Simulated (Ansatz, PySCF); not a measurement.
Reaction R1 → 2 P1, each structure at its B3LYP-D3(BJ)/def2-TZVP stationary point, reached from a drawn start (curvature not checked).
R1, Cl2 (SMILES ClCl) (charge 0, multiplicity 1, Z-matrix in Å and degrees):
```
Cl
Cl 1 2.0134
```
P1: Cl atom, charge 0, multiplicity 2.

```tsv
level	reaction energy (kJ/mol)	minus CCSD(T)/CBS(cc-pV(T+d)Z, cc-pV(Q+d)Z)
HF/cc-pV(D+d)Z	57.0	-189.7
HF/cc-pV(T+d)Z	77.3	-169.4
HF/cc-pV(Q+d)Z	78.6	-168.1
SVWN5/def2-TZVPP	346.2	99.5
PBE/def2-TZVPP	274.2	27.5
BLYP/def2-TZVPP	242.9	-3.7
revPBE/def2-TZVPP	252.2	5.6
r2SCAN/def2-TZVPP	247.5	0.8
B97M-V/def2-TZVPP	251.7	5.1
B3LYP/def2-TZVPP	231.3	-15.4
PBE0/def2-TZVPP	247.6	1.0
BHLYP/def2-TZVPP	198.0	-48.6
M06-2X/def2-TZVPP	247.7	1.1
CAM-B3LYP/def2-TZVPP	226.9	-19.8
wB97X-V/def2-TZVPP	243.1	-3.6
wB97M-V/def2-TZVPP	252.4	5.7
B2PLYP/def2-TZVPP	229.7	-17.0
MP2/cc-pV(D+d)Z	192.5	-54.2
MP2/cc-pV(T+d)Z	241.5	-5.1
MP2/cc-pV(Q+d)Z	256.5	9.8
MP2/CBS(cc-pV(T+d)Z, cc-pV(Q+d)Z)	266.4	19.7
SCS-MP2/cc-pV(D+d)Z	183.7	-63.0
SCS-MP2/cc-pV(T+d)Z	228.2	-18.4
SCS-MP2/cc-pV(Q+d)Z	242.8	-3.8
CCSD/cc-pV(D+d)Z	170.2	-76.4
CCSD/cc-pV(T+d)Z	205.8	-40.9
CCSD/cc-pV(Q+d)Z	218.2	-28.4
CCSD(T)/cc-pV(D+d)Z	181.7	-64.9
CCSD(T)/cc-pV(T+d)Z	222.8	-23.8
CCSD(T)/cc-pV(Q+d)Z	237.1	-9.5
CCSD(T)/CBS(cc-pV(T+d)Z, cc-pV(Q+d)Z)	246.7	0.0
```

 The comparison column counts from a level with limits of its own.

P less R. No zero-point or thermal terms; singlets are restricted closed shells; open shells are unrestricted; no spin–orbit coupling.

Correlated levels freeze the cores. CBS(a, b) extrapolates the correlation energy as X⁻³ and adds the Hartree–Fock energy of set b.

Codes used: Ansatz (a program for electronic structure); PySCF for M06-2X. Each number belongs to the level named beside it.
